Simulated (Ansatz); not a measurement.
Reaction (hydrogenolysis of the As–O bond): `O[AsH2]` + H₂ → arsine + H₂O

Program: Ansatz. Geometries: PBE0-D4/def2-TZVP. ΔE: electronic, gas phase. CBS: MP2 limit from def2 TZ/QZ plus the TZ coupled-cluster correction, frozen cores. This one scheme is used for every species. Functionals use def2-TZVPP. For As outer-core shells are correlated without core-valence functions, which leaves a few kJ/mol of doubt a bond. Scalar relativity is left out up to krypton.

`O[AsH2]`:

```xyz
5

O     0.446    0.961    0.336
As   -0.256   -0.690    0.170
H     0.653    1.099    1.263
H    -1.422   -0.275   -0.725
H     0.578   -1.094   -1.044
```

H₂:

Z-matrix (Å, degrees):
```
H
H 1 0.746
```

`[AsH3]`:

```xyz
4

As   -0.336   -0.331    0.426
H     0.609    0.805    0.789
H     0.687   -0.952   -0.513
H    -0.960    0.478   -0.702
```

H₂O:

Z-matrix (Å, degrees):
```
O
H 1 0.960
H 1 0.960 2 105.1
```

```json
{"level": "BHLYP", "ΔE (eV)": "-0.62"}
{"level": "HF/def2-TZVPP", "ΔE (eV)": "-0.67"}
```

Question: What does CCSD(T)/CBS give? (Estimate.)

Answer: Ansatz gave: -0.61 eV. The listed levels differ from it by -0.01, -0.06 eV.

Largest T1 diagnostic among the species: 0.012.

From BLYP to BHLYP (50 % exact exchange), in def2-TZVPP and without D4, ΔE moves by −0.12 eV. The D4 term adds +0.03 eV with B3LYP and +0.02 eV with PBE0; it sums over pairs of atoms, weighted by their polarisabilities, and B3LYP, whose exchange is more repulsive, gets the larger term.

B3LYP here is the variant with VWN-RPA as its local correlation; programs differ in this.
